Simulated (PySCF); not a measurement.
# How methods differ on the ionisation energy of Sc

Sc [Ar] 3d1 4s2 [3d3/2^1, M_J = 3/2] → Sc+ [Ar] 3d1 4s1 [3d3/2^1 4s1/2^1, M_J = 1], as a difference of total energies. Calculation: PySCF 2.14, in x2c-TZVPall-2c; the two-component X2C-1e Hamiltonian. Correlated levels: [Ne] frozen. "Screened" scales the spin-orbit matrix elements by Boettger's factors to mimic the two-electron term; Breit and QED terms are absent.

```json
{"method": "GHF (spin-free)", "ionisation energy (eV)": "5.400"}
{"method": "GMP2 (spin-free)", "ionisation energy (eV)": "6.298"}
{"method": "GHF (screened spin-orbit)", "ionisation energy (eV)": "5.403"}
{"method": "GMP2 (screened spin-orbit)", "ionisation energy (eV)": "6.303"}
```

How much does correlation contribute at GMP2 (screened spin-orbit)?

6.303 − (5.403) = 0.900 eV, measured against GHF (screened spin-orbit).

Errors of the correlated levels include the incompleteness of this basis and the frozen core.

The labels give the starting determinants; with spin-orbit coupling the two ends relaxed to ⟨J²⟩ = 3.80, ⟨L²⟩ = 6.04, ⟨S²⟩ = 0.77 and ⟨J²⟩ = 3.86, ⟨L²⟩ = 6.01, ⟨S²⟩ = 2.00.

MP2 underrates the near-degeneracy of ns² with np² in the lower species.

The determinant of Sc+ mixes levels of different J (the jj label is only the starting occupation), so the difference between spin-free and spin-orbit rows is not the physical spin-orbit shift.

For comparison: 6.561 eV (measured; NIST Atomic Spectra Database, ionization energies).
